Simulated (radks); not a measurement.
Question: The mean radii <r> (bohr) of the occupied orbitals of an atom or ion are listed with their occupations. Calculated with a radial shooting solver on a logarithmic mesh with Libxc functionals: Dirac Kohn-Sham, relativistic LDA (MacDonald-Vosko exchange, VWN5 correlation), spin-unpolarised, spherical densities, finite nucleus; Fermi nuclear charge, rms radius of each element as measured or else 0.836 A^(1/3) + 0.57 fm.

orbital  occ.      <r>
1s1/2       2  0.04423
2s1/2       2   0.1963
2p1/2       2   0.1688
2p3/2       4   0.1726
3s1/2       2   0.5757
3p1/2       2   0.5833
3p3/2       4   0.5939
3d3/2       4   0.6265
3d5/2       6   0.6308
4s1/2       2    1.690
4p1/2       2    1.963

Name the element and its charge. Open shells, if any, fill j = l - 1/2 first.

Answer: Z = 34, selenium, charge +2: Se2+ in [Ar] 3d10 4s2 4p2. The 1s radius gives Z: for a bare nucleus <r> = (2 gamma + 1)/(2Z) with gamma = sqrt(1 - (Z/c)^2), 0.0432 bohr for Z = 34, and screening makes it slightly larger (0.04423 here). The occupations add up to 32, and the charge is Z minus that.
